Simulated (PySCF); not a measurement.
# Low-lying terms of Sb(5+) (antimony, charge +5)

Ground state [Kr] 4d10, ¹S. Computed with PySCF 2.14 in aug-cc-pVDZ-PP with one added diffuse shell each of s, p, d type with ECP28MDF (6s5p4d, 41 functions), with scalar relativity through the core potential. Vertical excitation energies in eV without spin-orbit coupling; excited terms of each kind are numbered among those the solver found. Frozen: 4s2 4p6.

```json
{"term": "1 3D", "leading excitation": "4d → s", "EOM-EE-CCSD": "31.755"}
{"term": "1 1D", "leading excitation": "4d → s", "EOM-EE-CCSD": "32.542"}
{"term": "1 3P°", "leading excitation": "4d → p", "EOM-EE-CCSD": "43.169"}
{"term": "1 3F°", "leading excitation": "4d → p", "EOM-EE-CCSD": "43.759"}
{"term": "1 1F°", "leading excitation": "4d → p", "EOM-EE-CCSD": "44.151"}
{"term": "1 1D°", "leading excitation": "4d → p", "EOM-EE-CCSD": "44.764"}
{"term": "1 3D°", "leading excitation": "4d → p", "EOM-EE-CCSD": "44.771"}
{"term": "1 1P°", "leading excitation": "4d → p", "EOM-EE-CCSD": "44.777"}
{"term": "1 3G", "leading excitation": "4d → d", "EOM-EE-CCSD": "60.131"}
{"term": "1 1G", "leading excitation": "4d → d", "EOM-EE-CCSD": "60.252"}
{"term": "2 3D", "leading excitation": "4d → d", "EOM-EE-CCSD": "60.388"}
{"term": "2 1D", "leading excitation": "4d → d", "EOM-EE-CCSD": "60.671"}
```

The spin-orbit splitting of the hole, absent here, rivals or exceeds the spacing of these terms, so the LS terms are model states.

The solver can miss terms.
